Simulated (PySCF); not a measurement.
Radial density of O²⁺ (oxygen, charge +2)

UHF, [He] 2s2 2p2, high-spin 3P determinant. Calculation: PySCF 2.14, in x2c-TZVPall (5s3p2d1f, 31 functions); scalar relativity by spin-free X2C-1e.

```tsv
r (bohr)	4πr²ρ (e/bohr)	4πr²(ρα − ρβ)
0.00275	0.03025	0.0000
0.00463	0.08258	0.0000
0.00778	0.2186	0.0000
0.0131	0.5627	0.0001
0.0220	1.370	0.0005
0.0370	3.038	0.0019
0.0623	5.735	0.0087
0.105	8.297	0.0424
0.176	7.769	0.1820
0.296	4.024	0.6479
0.498	2.959	1.5452
0.838	3.922	1.8767
1.41	1.765	0.7874
2.37	0.1421	0.0664
3.99	0.0006874	0.0003
```

Densities and radii are taken from the X2C orbitals without a picture-change correction, which distorts them close to the nucleus.
